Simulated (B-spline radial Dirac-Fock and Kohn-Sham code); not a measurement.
# Conversion-electron coefficients: Ru, 209 keV

Z = 44 (ruthenium), transition energy 209 keV. Method: a Dirac-Hartree-Slater potential of the neutral atom with a Latter tail (no hole, which puts coefficients of high multipoles low close above an edge), finite nucleus with surface currents. Computed with a radial atomic solver. Subshells that would emit electrons below 1 keV are left out.

```tsv
subshell	electron energy (keV)	E2	E3	E5	M1	M5
K	186.88	0.0792	0.361	6.85	0.0366	25.1
L1	205.78	0.00794	0.0351	0.634	0.00410	4.31
L2	206.03	0.00188	0.0291	2.82	0.000194	1.08
L3	206.16	0.00199	0.0257	2.18	6.17e-05	3.16
M1	208.41	0.00145	0.00638	0.116	0.000758	0.843
M2	208.52	0.000367	0.00573	0.562	3.80e-05	0.217
M3	208.54	0.000390	0.00508	0.434	1.20e-05	0.652
M4	208.72	1.16e-06	2.05e-05	0.0119	8.04e-08	0.00863
M5	208.72	1.26e-06	2.21e-05	0.00933	7.68e-08	0.00785
N1	208.93	0.000261	0.00115	0.0209	0.000137	0.154
N2	208.95	5.87e-05	0.000917	0.0902	6.08e-06	0.0348
N3	208.95	6.18e-05	0.000806	0.0690	1.91e-06	0.104
N4	208.99	7.79e-08	1.37e-06	0.000801	5.38e-09	0.000580
N5	208.99	8.32e-08	1.46e-06	0.000618	5.07e-09	0.000521
total		0.0936	0.471	13.8	0.0419	35.7
```

Q: For a pure M1 transition, what fraction of decays emits a photon?

A: 1/(1 + α) = 0.960 with the total α = 0.0419; the total includes the outer subshells that are not listed.
